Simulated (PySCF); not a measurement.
Planning a geometry optimisation on `C=[CH][GeH3]`.

Method: PBE0-D3(BJ)/def2-SVP geometry optimisation, gas phase (PySCF 2.14.0). Work: geometry optimisation from a GFN2-xTB start shaken at random, density fitting. A driver script takes a list of jobs; this job's settings line and coordinates (Å) are shown.

Input:
```
{"job": {"xc": "PBE0", "basis": "def2-SVP", "d3": "d3bj", "grid": 1, "maxiter": 30, "shake": 0.01, "kind": "geom"}, "charge": 0, "multiplicity": 1}
C      1.567770    -0.207510    -0.288730
C      0.552730     0.027360     0.557640
Ge    -1.337130     0.112800     0.051770
H      1.394150    -0.325500    -1.349440
H      2.579430    -0.230260     0.001970
H      0.784960     0.177990     1.606950
H     -2.102840    -0.926010     0.784640
H     -1.468460    -0.090460    -1.412690
H     -1.912810     1.444440     0.441410
```

Hardware: an Arm Neoverse V1 with one thread, shared host with 64 logical CPUs at a one-minute load of 45. PySCF's memory limit was set to 2320 MB.

Task: How large is the basis?

Result: 90 functions.

Task: Which is nearest to the wall time?
A. 15 s
B. 2.0 min
C. 15 min

Result: A. The run took 15 s. The run took 6 energy-and-gradient evaluations and 40 SCF cycles, 2.5 s an evaluation on average.

Task: Estimate the peak memory.

Result: About 0.36 GiB. Peak memory is the resident size of the whole Python process, interpreter and libraries included.

Task: At this speed, how long would 500 such jobs take on 96 cores, one job a core?

Result: 500/96 gives 6 rounds of 15 s, about 90 s of wall time and 2.1 core-hours, if the jobs don't slow each other.

The host was shared with other jobs, so the times are rough.

The run converged: final energy -2156.10535 Eh after 5 steps; dipole 0.60 D.
